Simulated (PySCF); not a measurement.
CH5AlOS (SMILES C[S][AlH][OH]), singlet, at a GFN2-xTB geometry (such geometries of metal compounds can be far from the true shape). Base run: DF-PBE/cc-pV(D+d)Z (PySCF).

Here is a job for PySCF.
```python
from pyscf import gto, scf, dft

mol = gto.M(
    atom='''
Al   -0.314199    0.097587    1.156374
H    -1.250233   -0.341602    2.263473
O     0.878179    1.180288    1.464779
H     1.530997    1.807831    1.742811
S    -0.638200   -0.780874   -0.842939
C     0.693459   -0.011575   -1.851792
H     1.288493    0.667978   -1.246608
H     0.223481    0.526817   -2.668575
H     1.316858   -0.808516   -2.244415
''',
    basis='cc-pv(d+d)z',
    charge=0,
    spin=0,
    verbose=4,
    max_memory=1800,
)

mf = dft.RKS(mol)
mf.xc = 'pbe'
mf = mf.density_fit(auxbasis='def2-universal-jkfit')
mf.kernel()
```

The job was repeated with other settings on one machine. Differences are taken from the largest basis of the cc-pV(X+d)Z family in the series, which isn't the basis-set limit (cc-pV(Q+d)Z: -5.766 eV). The cheapest run took very roughly 22 core-seconds.

| setting | basis functions | cost, times the cheapest (rough) | difference in HOMO energy (eV) |
|---|---|---|---|
| cc-pV(D+d)Z | 99 | 1 | 0.176 |
| cc-pV(T+d)Z | 208 | 2 | 0.043 |
| cc-pV(Q+d)Z | 388 | 4 | reference |

Times come from a shared machine, hold the start-up and are rough.
